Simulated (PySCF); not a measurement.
Electron correlation in Al⁺ (aluminium, charge +1)

[Ne] 3s2, closed-shell 1S. Calculation: PySCF 2.14, in def2-TZVP; no relativity, point nucleus. Frozen: [Ne]; 2 electrons correlated.

Total MP2 correlation energy: -27.27 mhartree.

Same-spin part 0.00 and opposite-spin part -27.27 mhartree; SCS-MP2 scales them by 1/3 and 6/5 to -32.72 mhartree.

With two correlated electrons CCSD is exact within the correlated space (frozen core and kept virtual orbitals).

```csv
level,correlation energy (mhartree)
CCSD,-39.34
```

Diagnostics: T1 = 0.0086, D1 = 0.0121, largest double amplitude 0.112.

Cost of the coupled-cluster step: 0.07 s of wall time on 1 thread of Neoverse-V2 (shared host), for 2 correlated electrons.
